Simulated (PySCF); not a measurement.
C2H7OSi, SMILES C[Si](O)C (connectivity only; charge and spin as stated), charge +1, multiplicity 1.

Coordinates come from a B3LYP-D3(BJ)/def2-SVP optimisation. The multiplicity is an assumed one; no other spin state was optimised. The isomer is the one that the SMILES or the coordinates give; other isomers of the formula were not compared. The values are those of a single conformer.

All values below come from PBE0/def2-TZVP (PySCF).

Computed frontier levels, gap, dipole moment and polarisability:
| Property | Value |
|---|---|
| highest occupied level | -14.87 eV |
| lowest empty level | -6.96 eV |
| orbital gap | 7.91 eV |
| dipole moment about the centre of nuclear charge | 1.53 D |
| mean static polarisability | 46.2 bohr³ (6.85 Å³) |
| polarisability, principal values | 36.6, 48.4, 53.7 bohr³ |
